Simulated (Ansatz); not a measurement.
One change: `F[SiH2][SiH](F)F` becomes `O[SiH](F)F`.

Ansatz, PBE0-D4/def2-TZVP geometries, multiplicity 1. Each molecule was computed in one conformer, which needn't be the lowest.

```
                                                                                  property  `F[SiH2][SiH](F)F`
                                                        LUMO energy (PBE0/def2-TZVPP) / eV               -1.24
                                                        HOMO energy (PBE0/def2-TZVPP) / eV               -8.64
ideal-gas entropy at 298 K and 1 bar (rigid rotor, harmonic PBE0-D4/def2-TZVP) / J/(mol·K)                 355
                                                       LUMO energy (B3LYP/def2-TZVPP) / eV               -1.43
                                            size of the dipole moment (PBE/def2-TZVPP) / D                1.08
                                                         LUMO energy (PBE/def2-TZVPP) / eV               -2.10
```

(1) What does the change do to each property? (An estimate is asked.)

## Answers

(1) The calculation gave: 
```tsv
property	`O[SiH](F)F`	shift
LUMO energy (PBE0/def2-TZVPP) / eV	0.56	1.80
HOMO energy (PBE0/def2-TZVPP) / eV	-10.36	-1.72
ideal-gas entropy at 298 K and 1 bar (rigid rotor, harmonic PBE0-D4/def2-TZVP) / J/(mol·K)	297	-58
LUMO energy (B3LYP/def2-TZVPP) / eV	0.16	1.59
size of the dipole moment (PBE/def2-TZVPP) / D	1.19	0.11
LUMO energy (PBE/def2-TZVPP) / eV	-0.34	1.76
```

With PBE0 the HOMO falls by 1.72 eV and the LUMO rises by 1.80 eV, so the gap widens by about 3.52 eV. PBE moves the HOMO by -1.19 eV and ωB97M-V by -2.16 eV. The zero-point energy changes by -15.6 kJ/mol with -6 modes. Dipoles are sizes alone; their direction can turn. Modes under 60 cm⁻¹, often nearly free rotors, make the harmonic entropy too high.

B3LYP here is the variant with VWN-RPA as its local correlation; programs differ in this.
